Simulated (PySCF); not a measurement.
# Which determinant of CdSb⁺ lies lowest?

Unrestricted PBE0; Cd def2-SVP with ECP28, Sb def2-SVP with ECP28; scalar-relativistic core potentials (PySCF 2.14). Outer shells of the fragments: Cd 4d10 5s2; Sb+ 4d10 5s2 5p2.

Followed along the bond (rough minima from three points):

```csv
2Ms+1,unpaired,⟨S²⟩ at the start,R at minimum (Å),Te (eV)
3,π ↑↑,2.04,2.80,0.00
1,π ↑↓,1.01,2.78,0.36
1,none,0.00,none in the scan,≤ 1.34
3,"σ ↑, π ↑",2.01,none in the scan,≤ 1.38
1,"σ ↑, π ↓",1.01,none in the scan,≤ 1.54
```

Solutions found at the starting distance of 2.865 Å, counted from the lowest of them; the search is not exhaustive and high or unbound solutions are not listed, so other states can lie among these:

| 2Ms+1 | unpaired | term | E (eV) | ⟨S²⟩ | ⟨Lz²⟩ | μ (D) |
| --- | --- | --- | --- | --- | --- | --- |
| 3 | π ↑↑ | ³Σ⁻ | 0.00 | 2.04 | 0.00 | -2.41 |
| 1 | π ↑↓ | mixed | 0.36 | 1.01 | 2.01 | -2.42 |
| 1 | none | mixed | 1.33 | 0.00 | 2.00 | -2.37 |
| 3 | σ ↑, π ↑ | ³Π | 1.48 | 2.01 | 1.00 | 1.43 |
| 1 | σ ↑, π ↓ | mixed | 1.62 | 1.01 | 1.00 | 1.25 |
| 3 | σ ↑, π ↑ | ³Π | 3.36 | 2.00 | 1.02 | -4.98 |

A term symbol is given only where ⟨S²⟩ and ⟨Lz²⟩ are close to those of a pure state; real π, δ and φ orbitals otherwise mix terms. A positive dipole points towards Sb; it is taken about the centre of mass and depends on that origin.

Spin–orbit coupling is left out. Counting both spins, an empty level lies below a filled one in some of these solutions, because spin and occupation are held.
